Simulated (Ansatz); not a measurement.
`C[O][Ga]([SH])[O][SiH3]` + H₂O → `[OH][Ga]([SH])[O][SiH3]` + CH₃OH  (formal hydrolysis of a Ga–O bond)

Isolated molecules relaxed with PBE0-D4/def2-TZVP in Ansatz; ΔE leaves out vibrations. CCSD(T)/CBS adds triple-zeta CCSD(T) − MP2 to the extrapolated MP2 energy (def2 sets, frozen cores). This one scheme is used for every species. Functionals use def2-TZVPP. B3LYP here is the variant with VWN-RPA as its local correlation; programs differ in this. For Ga outer-core shells are correlated without core-valence functions, which leaves a few kJ/mol of doubt a bond. Scalar relativity is left out up to krypton. Each species was taken in one conformer, which may not be the lowest.

| level | ΔE (kcal/mol) |
| --- | --- |
| B3LYP-D4 | -0.4 |
| HF/CBS(def2) | -1.9 |

Q: What does CCSD(T)/CBS give? (Best estimate.)

A: Ansatz gave: -0.3 kcal/mol. The listed levels differ from it by -0.1, -1.6 kcal/mol.

Largest T1 diagnostic among the species: 0.014.

The D4 term adds +1.8 kcal/mol with B3LYP and +1.1 kcal/mol with PBE0; it sums over pairs of atoms, weighted by their polarisabilities, and B3LYP, whose exchange is more repulsive, gets the larger term. In def2-TZVPP, CCSD(T) changes the Hartree–Fock value by +1.5 kcal/mol (the triples alone add +0.3 kcal/mol) and MP2 by +1.6 kcal/mol.
